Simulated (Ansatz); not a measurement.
Consider the substitution at a C–C bond: `CC[SiH2]O[SiH3]` + `NCF` → `CNCF` + `C[SiH2]O[SiH3]`.

Isolated molecules relaxed with PBE0-D4/def2-TZVP in Ansatz; ΔE leaves out vibrations. CCSD(T)/CBS adds triple-zeta CCSD(T) − MP2 to the extrapolated MP2 energy (def2 sets, frozen cores). This one scheme is used for every species. DFT in def2-TZVPP. One conformer a species, not always the lowest.

```tsv
species	r2SCAN energy (Eh)
`CC[SiH2]O[SiH3]`	-736.46538
`NCF`	-195.09304
`CNCF`	-234.38489
`C[SiH2]O[SiH3]`	-697.16804
```

Q: Work out ΔE.

A: ΔE = (-234.38489) + (-697.16804) − (-736.46538) − (-195.09304) = 0.00549 Eh = +3.4 kcal/mol. CCSD(T)/CBS gives +4.4 kcal/mol.

Largest T1 diagnostic among the species: 0.011.

In def2-TZVPP, CCSD(T) changes the Hartree–Fock value by +1.3 kcal/mol (the triples alone add +0.1 kcal/mol) and MP2 by +1.7 kcal/mol. The D4 term adds +1.1 kcal/mol with B3LYP and +0.7 kcal/mol with PBE0; it sums over pairs of atoms, weighted by their polarisabilities, and B3LYP, whose exchange is more repulsive, gets the larger term.

B3LYP here is the variant with VWN-RPA as its local correlation; programs differ in this.
